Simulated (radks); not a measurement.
Valence configurations of neutral beryllium (all share [He]). Calculated with a radial shooting solver on a logarithmic mesh with Libxc functionals: scalar-relativistic Kohn-Sham, BLYP, spin-polarised, spherical densities, finite nucleus; open shells are filled with parallel spins first; Fermi nuclear charge, rms radius 2.519 fm. Energies are relative to 2s2; eigenvalues in eV for spin up.

| valence | E (eV) | moment (Bohr magnetons) | e(2p) | e(2s) |
|---|---|---|---|---|
| 2s2 | 0.000 | 0 | - | -5.468 |
| 2s1 2p1 | 2.642 | 2 | -2.785 | -6.531 |
| 2s1.5 2p0.5 | 1.556 | 1 | -2.460 | -6.122 |
| 2p2 | 6.382 | 2 | -3.153 | - |
| 2s0.5 2p1.5 | 4.514 | 2 | -2.979 | -6.719 |

NIST lists [He] 2s2 as the ground configuration; this level of theory agrees among the configurations tried. The energies are those of spherical high-spin densities, not of single terms.
